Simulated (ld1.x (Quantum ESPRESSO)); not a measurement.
Reading a pseudo-wave (Ho (Z = 67))

Columns: radius, all-electron u(r) and pseudo u(r) of the 6p shell (level -6.01 eV) of holmium in the configuration [Kr] 4d10 4f10 5s2 5p6 5d1 6s1 6p0; LDA (PZ), scalar-relativistic, PAW scheme, ld1.x (Quantum ESPRESSO) 7.5.

```json
{"r (bohr)": "0.152", "all-electron": "-0.0947", "pseudo": "-0.0004"}
{"r (bohr)": "0.305", "all-electron": "0.0634", "pseudo": "-0.0014"}
{"r (bohr)": "0.458", "all-electron": "0.1407", "pseudo": "-0.0025"}
{"r (bohr)": "0.610", "all-electron": "0.0343", "pseudo": "-0.0029"}
{"r (bohr)": "0.762", "all-electron": "-0.1058", "pseudo": "-0.0017"}
{"r (bohr)": "0.915", "all-electron": "-0.2051", "pseudo": "0.0022"}
{"r (bohr)": "1.068", "all-electron": "-0.2474", "pseudo": "0.0100"}
{"r (bohr)": "1.220", "all-electron": "-0.2416", "pseudo": "0.0224"}
{"r (bohr)": "1.372", "all-electron": "-0.2019", "pseudo": "0.0403"}
{"r (bohr)": "1.525", "all-electron": "-0.1404", "pseudo": "0.0641"}
{"r (bohr)": "1.678", "all-electron": "-0.0673", "pseudo": "0.0939"}
{"r (bohr)": "1.830", "all-electron": "0.0097", "pseudo": "0.1291"}
{"r (bohr)": "1.982", "all-electron": "0.0864", "pseudo": "0.1689"}
{"r (bohr)": "2.135", "all-electron": "0.1601", "pseudo": "0.2127"}
{"r (bohr)": "2.288", "all-electron": "0.2283", "pseudo": "0.2587"}
{"r (bohr)": "2.440", "all-electron": "0.2895", "pseudo": "0.3049"}
{"r (bohr)": "2.592", "all-electron": "0.3436", "pseudo": "0.3501"}
{"r (bohr)": "2.745", "all-electron": "0.3908", "pseudo": "0.3927"}
{"r (bohr)": "2.898", "all-electron": "0.4308", "pseudo": "0.4311"}
{"r (bohr)": "3.050", "all-electron": "0.4637", "pseudo": "0.4637"}
{"r (bohr)": "3.202", "all-electron": "0.4900", "pseudo": "0.4900"}
{"r (bohr)": "3.355", "all-electron": "0.5105", "pseudo": "0.5105"}
{"r (bohr)": "3.508", "all-electron": "0.5252", "pseudo": "0.5252"}
{"r (bohr)": "3.660", "all-electron": "0.5348", "pseudo": "0.5348"}
{"r (bohr)": "3.812", "all-electron": "0.5398", "pseudo": "0.5398"}
{"r (bohr)": "3.965", "all-electron": "0.5406", "pseudo": "0.5406"}
```

**Question.** How many radial nodes do the two functions have?

**Answer.** The all-electron 6p function has n − l − 1 = 4 (the table is too coarse to show those close to the nucleus); the pseudo-wave has 1, since 1 lower shell of the same l stays in the valence.

**Question.** At about which radius was the pseudo-wave matched?

**Answer.** 3.05 bohr, where the columns begin to agree (steps of 0.15 bohr).

**Question.** Is the pseudo-wave norm-conserving?

**Answer.** No, it belongs to a PAW set: the norm inside the radius is not constrained, and the difference is carried by the augmentation charge.
